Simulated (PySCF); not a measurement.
PySCF 2.14 output of a UHF calculation on a single atom or ion in pcseg-2 (6s4p3d2f1g, 56 functions), with the non-relativistic Hamiltonian (point nucleus):

```
SCF conv_tol = 1e-09
number electrons alpha = 13  beta = 10
cycle= 1 E= -942.873786815857  delta_E= -0.00688  |g|= 0.0305  |ddm|= 0.0431
cycle= 2 E= -942.873974937085  delta_E= -0.000188  |g|= 0.00533  |ddm|= 0.00794
cycle= 3 E= -942.873981792537  delta_E= -6.86e-06  |g|= 0.000422  |ddm|= 0.00298
cycle= 4 E= -942.873981935609  delta_E= -1.43e-07  |g|= 0.000199  |ddm|= 0.000631
cycle= 5 E= -942.873981964272  delta_E= -2.87e-08  |g|= 3.07e-05  |ddm|= 0.000557
cycle= 6 E= -942.873981965528  delta_E= -1.26e-09  |g|= 3.55e-06  |ddm|= 0.000163
cycle= 7 E= -942.873981965563  delta_E= -3.58e-11  |g|= 1.17e-06  |ddm|= 3.47e-05
converged SCF energy = -942.873981965563  <S^2> = 3.7614073  2S+1 = 4.0056996
```

The run itself started from symmetry-adapted Hartree-Fock orbitals and held the occupation by maximum overlap, so the iterations belong to that start.

**Question.** Which element, charge and spin multiplicity is this?

**Answer.** V (vanadium, neutral), multiplicity 4; the state was [Ar] 3d3 4s2, high-spin 4F determinant.
